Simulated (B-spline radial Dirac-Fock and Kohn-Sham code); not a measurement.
**L-shell conversion coefficients of Mo against transition energy**

These are calculated numbers from an atomic code on a B-spline grid; the model is a Dirac-Hartree-Slater potential of the neutral atom with a Latter tail (no hole, which puts coefficients of high multipoles low close above an edge), finite nucleus with surface currents. Subshells within 1 keV of threshold and pair formation are left out.

| energy (keV) | E2 | E3 | E4 | M2 | M3 | M4 |
| --- | --- | --- | --- | --- | --- | --- |
| 14.5 | 1580 | 328000 | 3.27e+07 | 1370 | 253000 | 2.91e+07 |
| 17.8 | 569 | 94900 | 8.17e+06 | 536 | 71600 | 6.62e+06 |
| 20 | 319 | 47000 | 3.70e+06 | 316 | 35300 | 2.88e+06 |
| 24 | 130 | 15600 | 1.07e+06 | 140 | 11800 | 793000 |
| 29.1 | 51.1 | 4910 | 285000 | 59.5 | 3820 | 207000 |
| 47.5 | 5.08 | 264 | 9860 | 7.21 | 238 | 7520 |
| 50 | 4.01 | 195 | 6940 | 5.82 | 180 | 5360 |
| 57.1 | 2.20 | 89.4 | 2800 | 3.34 | 87.5 | 2250 |
| 66.2 | 1.14 | 37.8 | 1020 | 1.82 | 39.7 | 870 |
| 69.9 | 0.898 | 27.6 | 707 | 1.46 | 29.9 | 616 |
| 72.1 | 0.784 | 23.1 | 573 | 1.29 | 25.4 | 506 |
| 92.7 | 0.267 | 5.55 | 106 | 0.473 | 6.98 | 106 |
| 100 | 0.194 | 3.64 | 64.0 | 0.352 | 4.77 | 66.8 |
| 114 | 0.113 | 1.77 | 27.0 | 0.212 | 2.49 | 30.4 |
| 130 | 0.0660 | 0.869 | 11.5 | 0.129 | 1.32 | 14.0 |
| 172 | 0.0217 | 0.201 | 1.94 | 0.0459 | 0.354 | 2.84 |
| 200 | 0.0122 | 0.0939 | 0.767 | 0.0268 | 0.179 | 1.24 |
| 238 | 0.00632 | 0.0403 | 0.272 | 0.0146 | 0.0831 | 0.490 |
| 309 | 0.00246 | 0.0120 | 0.0622 | 0.00607 | 0.0277 | 0.130 |
| 334 | 0.00187 | 0.00854 | 0.0408 | 0.00471 | 0.0202 | 0.0884 |
| 368 | 0.00135 | 0.00563 | 0.0245 | 0.00345 | 0.0137 | 0.0555 |
| 396 | 0.00105 | 0.00414 | 0.0169 | 0.00274 | 0.0103 | 0.0393 |
| 486 | 0.000548 | 0.00183 | 0.00626 | 0.00146 | 0.00475 | 0.0155 |
| 500 | 0.000502 | 0.00164 | 0.00549 | 0.00134 | 0.00428 | 0.0137 |
| 633 | 0.000251 | 0.000700 | 0.00196 | 0.000673 | 0.00185 | 0.00506 |
| 1000 | 7.76e-05 | 0.000169 | 0.000362 | 0.000194 | 0.000423 | 0.000893 |
| 1250 | 4.70e-05 | 9.37e-05 | 0.000181 | 0.000111 | 0.000220 | 0.000419 |
| 2000 | 1.84e-05 | 3.15e-05 | 5.15e-05 | 3.68e-05 | 6.25e-05 | 0.000101 |

Question: How fast do they fall between 1000 and 2000 keV?

Answer: As powers of the energy: E2 E^-2.08, E3 E^-2.43, E4 E^-2.81, M2 E^-2.40, M3 E^-2.76, M4 E^-3.14. Within one type (E or M) the higher multipoles fall faster.
